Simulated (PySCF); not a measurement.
C₂H₈BO₂Si (charge -1).
Bonds: C1–O2, O2–B3, B3–Si4, B3–O5, O5–C6. Hydrogens: H7, H8, H9 on C1; H10, H11 on Si4; H12, H13, H14 on C6.

Theory: PySCF 2.14.0, PBE0-D3(BJ)/def2-SVP geometry optimisation, gas phase.

Problem. What internal coordinates does the optimisation give?

Solution. 
| bond | length (Å) | order |
| --- | --- | --- |
| C1–O2, O5–C6 | 1.390 | single |
| O2–B3, B3–O5 | 1.396 | single |
| B3–Si4 | 2.024 | single |
| C1–H7 and 5 like bonds | 1.106 | single |
| Si4–H10, Si4–H11 | 1.542 | single |

Bonds in one row agree within 0.01 Å and their mean is given. Orders are formal, as drawn. A selection of angles:
| angle | degrees |
| --- | --- |
| O2–C1–H7 | 109.0 |
| O2–C1–H8 | 112.0 |
| H7–C1–H8 | 108.5 |
| H8–C1–H9 | 106.7 |
| C1–O2–B3 | 119.4 |
| O2–B3–Si4 | 124.1 |
| O2–B3–O5 | 111.7 |
| B3–Si4–H10 | 97.7 |
| B3–Si4–H11 | 99.0 |
| H10–Si4–H11 | 97.4 |
| B3–O5–C6 | 120.5 |
| O5–C6–H12 | 112.8 |
| H12–C6–H13 | 106.3 |

Torsions: C1–O2–B3–Si4 -7° (synperiplanar); O2–B3–O5–C6 1° (synperiplanar). The mirror-image conformer, all signs reversed, is as good.

Si4 (silicon bonded to B and 2 H) is pyramidal (angles 99.0°, 97.7° and 97.4°, sum 294.1°, 0.82 Å off the plane of its three neighbours). B3 (three-coordinate boron) is planar (angles 124.1°, 123.5° and 111.7°, sum 359.3°, 0.08 Å off the plane of its three neighbours). Of the pairs four or more bonds apart, Si4···H9 is among the closest relative to their van der Waals radii: 2.91 Å, 88 % of the sum of Bondi's values.

No frequency check. Torsions: C1–O2–B3–Si4 -7°, O2–B3–Si4–H 54° and 152°, O2–B3–O5–C6 1°.

The run took about 1.9 min of CPU time (one thread, shared machine). These figures are those of the optimisation.
